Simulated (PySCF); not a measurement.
# Reading the logs of faulty runs: CClH5Si2

These are calculations, not measurements. They come from PySCF 2.14.0, an open-source quantum chemistry program, on an isolated molecule that a program drew, which may never have been made. The molecule is CClH5Si2 (charge 0, singlet), drawn as the SMILES string `C[SiH]([SiH])Cl`.

Each row is a Hartree-Fock (HF) and frozen-core CCSD(T) single point in the cc-pV(D+d)Z basis, meant for a local HF minimum. Run 1 is clean. Each other run has one planted mistake out of seven kinds, and not every kind appears here: one electron removed, one electron added, multiplicity raised by two, geometry at a saddle point, minimal basis STO-3G, one bond length entered in bohr, all coordinates scaled. The reference is restricted for singlets and unrestricted otherwise, and also for a bond in bohr. Adding or removing an electron swaps singlet and doublet. Electrons count all cores. HOMO and LUMO are orbital energies over both spins, the gradient is its largest component, and the lowest frequency (negative if imaginary) is given only where the gradient is small. Bond lengths are over the 8 bonds as drawn. T1 is the CCSD diagnostic: over 0.02 (restricted) or 0.045 (unrestricted) a single reference is doubtful.

Geometry of the clean run:
```xyz
9
CClH5Si2, angstrom
C    -0.3839    0.8477    0.3258
Si   -0.8574    0.6565   -1.4769
Si   -1.5039    2.6518   -2.6500
Cl   -2.7328   -0.3129   -1.5597
H    -1.1157    1.4563    0.8618
H    -0.3155   -0.1259    0.8172
H     0.5919    1.3382    0.4046
H     0.1107   -0.2388   -2.1485
H    -1.3475    1.9701   -3.9919
```

| run | electrons | basis functions | <S^2> | HOMO (eV) | LUMO (eV) | gradient (hartree/bohr) | lowest frequency (cm^-1) | mean bond (Å) | longest bond (Å) | T1 | HF (hartree) | CCSD(T) (hartree) | mistake |
|---|---|---|---|---|---|---|---|---|---|---|---|---|---|
| 1 | 56 | 108 | 0.000 | -8.76 | 0.00 | 2.1e-05 | 76 | 1.5828 | 2.403 | 0.0121 | -1078.15657 | -1078.69516 | no fault |
| 2 | 56 | 37 | 0.000 | -6.28 | 4.92 | 3.1e-02 | - | 1.5828 | 2.403 | 0.0067 | -1066.11241 | -1066.28163 | minimal basis STO-3G |
| 3 | 56 | 108 | 2.011 | -8.32 | -0.18 | 2.9e-02 | - | 1.5828 | 2.403 | 0.0168 | -1078.14057 | -1078.66011 | multiplicity raised by two |
| 4 | 55 | 108 | 0.774 | -16.14 | -6.79 | 4.9e-02 | - | 1.5828 | 2.403 | 0.0206 | -1077.87178 | -1078.38445 | one electron removed |
| 5 | 57 | 108 | 0.767 | -1.67 | 7.10 | 3.7e-02 | - | 1.5828 | 2.403 | 0.0133 | -1078.18621 | -1078.73409 | ? |

**Which mistake was planted in run 5, and what did it cost?**

It counts 57 electrons, one more than the clean run, at the same geometry and basis. So the mistake is: one electron added. Subtracting run 1 and multiplying by 627.51 kcal/mol a hartree, the energy moved by -18.6 kcal/mol in HF and -24.4 kcal/mol in CCSD(T).

